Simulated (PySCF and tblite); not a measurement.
Results of a calculation; reference values are marked as such.
Molecule: C7H14, numbered as in [CH3:1][C:2]1([CH3:3])[CH2:4][CH2:5][CH2:6][CH2:7]1; H named by carrier, a and b as here (phase angle P 288°, Å):

```
C1      -1.058    1.387   -0.018
C2      -0.606   -0.072    0.054
C3      -1.828   -0.970    0.225
C4       0.411   -0.271    1.185
C5       1.728    0.258    0.620
C6       1.668   -0.042   -0.888
C7       0.215   -0.445   -1.191
H1a     -1.745    1.529   -0.850
H1b     -0.210    2.051   -0.159
H1c     -1.571    1.672    0.899
H3a     -1.535   -2.015    0.296
H3b     -2.504   -0.861   -0.621
H3c     -2.369   -0.705    1.131
H4a      0.117    0.238    2.102
H4b      0.504   -1.337    1.401
H5a      1.806    1.332    0.792
H5b      2.590   -0.211    1.094
H6a      2.351   -0.848   -1.155
H6b      1.959    0.835   -1.466
H7a     -0.166    0.045   -2.086
H7b      0.155   -1.523   -1.351
```

The ring 2–4–5–6–7 is held at Altona–Sundaralingam phase angles P (ν_j = ν_max cos(P + 144°(j − 2)), ν_j about the bond from ring atom j to j + 1, counted from 0) and the rest relaxed at GFN2-xTB. Energies: PBE0/pcSseg-1 + D3(BJ). Couplings: B3LYP/6-31G* with H pcJ-1, gas phase, for ¹H. Programs: tblite and PySCF.

One held structure gave ³J(H6b,H7b) = 0.2, ³J(H4a,H5b) = 0.2, ³J(H5a,H6a) = 13.2, ³J(H4b,H5a) = 12.7, ³J(H6a,H7a) = 12.7, ³J(H5b,H6b) = 0.5, ³J(H5b,H6a) = 6.1, ³J(H5a,H6b) = 6.1 Hz.

Question: At which phase angle P was it held?
A. 144°
B. 288°
C. 216°
D. 72°
E. 0°

Answer: E. It lies 0.36 kcal/mol above the lowest point.
